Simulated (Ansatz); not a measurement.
Born–Oppenheimer molecular dynamics of F₂H₂O₂Zr (7 atoms, charge 0, multiplicity 1). It goes on from the last frame of an earlier run, with new velocities.

All numbers below come from RKS PBE-D4/def2-SVP (Ansatz 0.2.0).

```
ensemble                      : NVE (velocity Verlet)
time step                     : 0.5 fs
steps asked                   : 100
starting velocities drawn for : 1000 K
seed                          : 916252
```

Frames 0.5 fs apart, positions in Å.

Velocities at 15 fs (Å/ps):

```
Zr 0.44 1.72 -0.25
F 1.65 -9.00 -1.02
O 1.31 1.11 2.74
H -4.32 -4.70 9.01
O -2.98 2.44 -5.77
H -0.19 -54.65 -1.79
F -2.11 0.91 4.38
```

```xyz
7
Properties=species:S:1:pos:R:3 time_fs=15 energy_less_start_eV=0.314 T=516
Zr -0.165 -0.270 0.033
F 0.102 -0.095 1.962
O 1.777 -0.156 -0.456
H 2.721 -0.152 -0.816
O -1.071 1.368 -0.640
H -1.434 1.393 -1.556
F -1.194 -1.839 -0.470
7
Properties=species:S:1:pos:R:3 time_fs=15.5 energy_less_start_eV=0.309 T=524
Zr -0.165 -0.270 0.033
F 0.103 -0.099 1.961
O 1.777 -0.155 -0.455
H 2.716 -0.154 -0.810
O -1.072 1.369 -0.643
H -1.434 1.366 -1.557
F -1.195 -1.839 -0.468
7
Properties=species:S:1:pos:R:3 time_fs=16 energy_less_start_eV=0.299 T=538
Zr -0.164 -0.269 0.033
F 0.104 -0.104 1.960
O 1.778 -0.155 -0.454
H 2.708 -0.156 -0.804
O -1.073 1.370 -0.646
H -1.434 1.340 -1.556
F -1.196 -1.838 -0.466
7
Properties=species:S:1:pos:R:3 time_fs=16.5 energy_less_start_eV=0.292 T=548
Zr -0.164 -0.268 0.032
F 0.105 -0.108 1.960
O 1.778 -0.154 -0.453
H 2.696 -0.159 -0.796
O -1.075 1.371 -0.649
H -1.434 1.314 -1.555
F -1.197 -1.838 -0.464
7
Properties=species:S:1:pos:R:3 time_fs=17 energy_less_start_eV=0.294 T=545
Zr -0.164 -0.267 0.032
F 0.105 -0.113 1.959
O 1.779 -0.154 -0.451
H 2.683 -0.161 -0.788
O -1.076 1.372 -0.652
H -1.435 1.289 -1.554
F -1.198 -1.837 -0.462
7
Properties=species:S:1:pos:R:3 time_fs=17.5 energy_less_start_eV=0.307 T=526
Zr -0.163 -0.266 0.032
F 0.106 -0.117 1.958
O 1.779 -0.153 -0.450
H 2.670 -0.163 -0.779
O -1.078 1.372 -0.654
H -1.436 1.264 -1.553
F -1.198 -1.837 -0.460
7
Properties=species:S:1:pos:R:3 time_fs=18 energy_less_start_eV=0.327 T=496
Zr -0.163 -0.265 0.032
F 0.106 -0.122 1.957
O 1.778 -0.153 -0.449
H 2.659 -0.166 -0.772
O -1.079 1.373 -0.657
H -1.437 1.240 -1.553
F -1.199 -1.836 -0.457
7
Properties=species:S:1:pos:R:3 time_fs=18.5 energy_less_start_eV=0.345 T=468
Zr -0.162 -0.264 0.032
F 0.106 -0.127 1.955
O 1.777 -0.153 -0.448
H 2.651 -0.168 -0.766
O -1.080 1.373 -0.660
H -1.439 1.217 -1.553
F -1.200 -1.835 -0.455
7
Properties=species:S:1:pos:R:3 time_fs=19 energy_less_start_eV=0.353 T=457
Zr -0.161 -0.263 0.032
F 0.107 -0.131 1.954
O 1.776 -0.153 -0.446
H 2.648 -0.170 -0.762
O -1.081 1.373 -0.663
H -1.441 1.195 -1.554
F -1.201 -1.834 -0.453
7
Properties=species:S:1:pos:R:3 time_fs=19.5 energy_less_start_eV=0.346 T=467
Zr -0.161 -0.262 0.032
F 0.107 -0.136 1.953
O 1.774 -0.153 -0.445
H 2.650 -0.173 -0.759
O -1.082 1.373 -0.666
H -1.444 1.174 -1.554
F -1.201 -1.833 -0.451
7
Properties=species:S:1:pos:R:3 time_fs=20 energy_less_start_eV=0.330 T=490
Zr -0.160 -0.261 0.032
F 0.107 -0.141 1.951
O 1.771 -0.153 -0.443
H 2.657 -0.175 -0.758
O -1.083 1.373 -0.669
H -1.448 1.153 -1.555
F -1.202 -1.833 -0.449
7
Properties=species:S:1:pos:R:3 time_fs=20.5 energy_less_start_eV=0.317 T=511
Zr -0.159 -0.260 0.033
F 0.107 -0.145 1.950
O 1.768 -0.153 -0.441
H 2.667 -0.178 -0.759
O -1.084 1.372 -0.671
H -1.452 1.134 -1.556
F -1.203 -1.832 -0.446
```

Of the whole run (50 fs, mean temperature of the second half 623 K): The conserved energy stayed within 0.26 meV per atom of its start (net change 0.13 meV per atom), so the integration is sound. A run of 0.05 ps of so small a system gives no equilibrium averages.

Run time: 5.3 min on 1 thread of Intel(R) Xeon(R) Platinum 8259CL CPU @ 2.50GHz (Skylake/Cascade Lake), with other jobs on the host, peak memory 0.15 GiB.
